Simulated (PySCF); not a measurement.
Compound: C8H13N.
Numbering: `[CH2:1]=[CH:2][C:3](=[CH2:4])[N:5]1[CH2:6][CH2:7][CH2:8][CH2:9]1` (hydrogens: H10, H11 on C1; H12 on C2; H13, H14 on C4; H15, H16 on C6; H17, H18 on C7; H19, H20 on C8; H21, H22 on C9)

Structure optimised with GFN2-xTB, isolated species.

Task: What internal coordinates does the optimisation give?

Result: 
```csv
bond,length (pm)
C1=C2,132.5
C2–C3,146.8
C3=C4,134.2
C3–N5,137.7
"N5–C6, N5–C9",145.0
"C6–C7, C8–C9",152.7
C7–C8,152.6
C1–H10,107.7
C1–H11,107.7
C2–H12,108.3
C4–H13,107.3
C4–H14,107.4
C6–H15 and 3 like bonds,109.7
C7–H17 and 3 like bonds,108.9
```

Bonds in one row agree within 1 pm and their mean is given. A selection of angles:
```csv
angle,degrees
C1–C2–C3,124.5
C2–C3–C4,120.8
C2–C3–N5,115.4
C4–C3–N5,123.6
C3–N5–C6,122.2
C6–N5–C9,111.2
N5–C6–C7,104.8
C6–C7–C8,102.7
C7–C8–C9,102.2
N5–C9–C8,103.9
```

Dihedral angles: C1–C2–C3–C4 37° (synclinal); C2–C3–N5–C6 25° (synperiplanar); C3–N5–C6–C7 148° (anticlinal); N5–C6–C7–C8 28° (synperiplanar); C6–C7–C8–C9 -38° (synclinal); C7–C8–C9–N5 35° (synclinal); C3–N5–C9–C8 -173° (antiperiplanar). The mirror-image conformer, all signs reversed, is as good.

The 3 C–N bonds span 1.377 Å (C3–N5, drawn single) to 1.452 Å (N5–C6, drawn single), a spread of 0.075 Å. N5 (enamine nitrogen) has angles 122.2°, 121.1° and 111.2°, sum 354.6°, 0.19 Å off the plane of its three neighbours. Of the pairs four or more bonds apart, C9···H14 is among the closest relative to their van der Waals radii: 2.60 Å, 90 % of the sum of Bondi's values. The C–C distances run from 1.325 Å (C1=C2, drawn double) to 1.530 Å (C6–C7, drawn single), a spread of 0.205 Å. The 5-membered ring N5–C6–C7–C8–C9 has internal angles of 102.2° to 111.2°; it is puckered, 0.17 Å rms from its mean plane, widest ring torsion 38°.

Point group: C1 (no symmetry element, even within 0.4 Å). GFN2-xTB frequencies: not computed here. One conformer, not necessarily the lowest.
